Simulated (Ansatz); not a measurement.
Computed with Ansatz on PBE0-D4/def2-TZVP structures; ΔE is electronic, products minus reactants. CCSD(T)/CBS is the MP2 limit (def2-TZVPP, def2-QZVPP) plus CCSD(T) − MP2 in def2-TZVPP, frozen cores. This one scheme is used for every species. DFT in def2-TZVPP. For Ga outer-core shells are correlated without core-valence functions, which leaves a few kJ/mol of doubt a bond. Scalar relativity is left out up to krypton. One conformer a species, not always the lowest.

`[CH3][GaH][NH]CF` → `[CH]F` + `[CH3][GaH][NH2]`  (formal loss of a carbene)

Is it downhill or uphill in electronic energy at CCSD(T)/CBS, and by how much? (An estimate is asked.)

Ansatz gave: Uphill: ΔE = +368.5 kJ/mol.

What do these levels give: ωB97M-V, MP2/def2-TZVPP, SCS-MP2/def2-TZVPP, CCSD/def2-TZVPP, CCSD(T)/def2-TZVPP, MP2/CBS(def2)? (Best estimate.)

Computed: ωB97M-V 368.9, MP2/def2-TZVPP 392.4, SCS-MP2/def2-TZVPP 374.9, CCSD/def2-TZVPP 362.3, CCSD(T)/def2-TZVPP 365.5, MP2/CBS(def2) 395.4 kJ/mol.

Largest T1 diagnostic among the species: 0.018.

From PBE to PBE0 (25 % exact exchange), in def2-TZVPP and without D4, ΔE moves by +7.8 kJ/mol. In def2-TZVPP, CCSD(T) changes the Hartree–Fock value by +38.5 kJ/mol (the triples alone add +3.2 kJ/mol) and MP2 by +65.4 kJ/mol. The D4 term adds +11.8 kJ/mol with B3LYP and +6.5 kJ/mol with PBE0; it sums over pairs of atoms, weighted by their polarisabilities, and B3LYP, whose exchange is more repulsive, gets the larger term.

B3LYP here is the variant with VWN-RPA as its local correlation; programs differ in this.
